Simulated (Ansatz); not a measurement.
All numbers were calculated with Ansatz.

A structure relaxed at PBE0-D4/def2-TZVP, charge 0, multiplicity 1:

```xyz
9

Si    1.104    0.159   -0.393
C    -0.425   -0.497    0.520
Cl   -1.068   -1.896   -0.361
Cl    0.055   -0.968    2.171
Te   -1.908    1.063    0.778
H     0.656    0.629   -1.727
H     2.081   -0.949   -0.529
H     1.673    1.274    0.399
H    -2.167    1.185   -0.857
```

**Question.** Give its formula and SMILES.

**Answer.** CH4Cl2SiTe, `[SiH3]C(Cl)(Cl)[TeH]`.

**Question.** Summarise the bond lengths by kind.

**Answer.** 1 × C–Si 1.898 Å; 3 × H–Si 1.481 to 1.484 Å; 2 × C–Cl 1.775 to 1.782 Å; 1 × C–Te 2.168 Å; 1 × H–Te 1.660 Å.
